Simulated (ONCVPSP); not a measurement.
## How hard is this scandium ONCV potential?

* Element: Sc
* Generator: ONCVPSP 4.0.1
* Type: optimised norm-conserving Vanderbilt (ONCV)
* Functional: LDA (Perdew-Wang 92)
* Relativity: scalar-relativistic
* Frozen core: [Ne]
* Valence charge: 11
* Reference configuration: 3s2 3p6 3d1 4s2
* Partial waves: 3s+4s: rc 1.40 bohr, ncon 4, nbas 9, qcut 10.5 1/bohr, 2 projectors; 3p: rc 1.20 bohr, ncon 4, nbas 8, qcut 6.7 1/bohr, 2 projectors, debl 2.2 Ha; 3d: rc 2.60 bohr, ncon 3, nbas 8, qcut 5.8 1/bohr, 2 projectors, debl 3.9 Ha
* Local potential: polynomial inside 1.15 bohr (lpopt 4, dvloc0 0 Ha)
* Core correction: Teter function, fcfact 3.75, rcfact 1.55

**Question.** For each optimised wave give the share of its norm inside rc, the residual kinetic energy above qcut (Ha) and the cutoffs (Ha) for errors of 10, 1, 0.1 and 0.01 mHa per electron.

**Answer.**

| wave | norm inside rc | residual KE | 10 mHa | 1 mHa | 0.1 mHa | 0.01 mHa |
| --- | --- | --- | --- | --- | --- | --- |
| 3s | 0.807 | 1.3e-08 | 23.9 | 31.7 | 38.2 | 43.6 |
| 4s | 0.035 | 3.3e-09 | 15.4 | 25.4 | 33.2 | 40.0 |
| 3p | 0.587 | 2.2e-04 | 12.6 | 16.5 | 58.6 | 136.8 |
| p projector 2 | 0.126 | 1.2e-04 | 12.2 | 16.3 | 26.2 | 80.6 |
| 3d | 0.801 | 2.0e-06 | 10.3 | 12.6 | 14.3 | 16.2 |
| d projector 2 | 0.167 | 5.7e-04 | 14.1 | 16.8 | 46.1 | 92.2 |

The occupied waves need 32 Ha and 59 Ha for 1 and 0.1 mHa. Its largest configuration-test error is +373 meV.
